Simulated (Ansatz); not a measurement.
`[NH2][Sn][Cl]` + H₂O → `[NH2][Sn][OH]` + HCl at 298.15 K and 1 bar (formal hydrolysis of the Sn–Cl bond).

Computed with Ansatz on PBE0-D4/def2-TZVP structures; ΔE is electronic, products minus reactants. CCSD(T)/CBS adds triple-zeta CCSD(T) − MP2 to the extrapolated MP2 energy (def2 sets, frozen cores). This one scheme is used for every species. def2 core potentials past Kr. For Sn outer-core shells are correlated without core-valence functions, which leaves a few kJ/mol of doubt a bond. Each species was taken in one conformer, which may not be the lowest.

| species | CCSD(T)/CBS energy (Eh) | H − E (kJ/mol) | S (J/(mol·K)) |
| --- | --- | --- | --- |
| `[NH2][Sn][Cl]` | -729.78832 | 82.9 | 309.3 |
| H₂O | -76.37941 | 66.4 | 188.7 |
| `[NH2][Sn][OH]` | -345.75638 | 114.2 | 305.9 |
| HCl | -460.38127 | 26.6 | 186.8 |

H − E and S are ideal-gas, rigid-rotor, harmonic terms from PBE0-D4/def2-TZVP, for one conformer and one mirror image of each species. 1 Eh = 2625.50 kJ/mol, R = 8.31446 J/(mol·K).

Problem. By hand: ΔE, ΔH, ΔS and ΔG.

Solution. ΔE = (-345.75638) + (-460.38127) − (-729.78832) − (-76.37941) = 0.03008 Eh = 79.0 kJ/mol. Δ(H − E) = 114.2 + 26.6 − 82.9 − 66.4 = -8.5, so ΔH = 70.5 kJ/mol. ΔS = 305.9 + 186.8 − 309.3 − 188.7 = -5.3 J/(mol·K). ΔG = 70.5 − 298.15 × (-5.3)/1000 = 72.1 kJ/mol.

Problem. By hand: the equilibrium constant, and the temperature at which ΔG would vanish if ΔH and ΔS stayed fixed.

Solution. log₁₀ K = −ΔG/(RT ln 10) = -12.6. ΔH and −TΔS have one sign here, so there is no such temperature.

The number of gas molecules stays the same, so ΔS is small and ΔH decides. A doubt of 5 kJ/mol in ΔE shifts log₁₀ K by 0.9 here. Other conformers and mirror images would add mixing entropy, several J/(mol·K) or more a flexible species. These are equilibria of isolated gas molecules and say nothing of rates. Largest T1 diagnostic: 0.017 (customary marks: 0.02 for closed shells, 0.045 for open ones).

ΔS is within the doubt of such terms, so its sign, and with it that verdict, could turn.
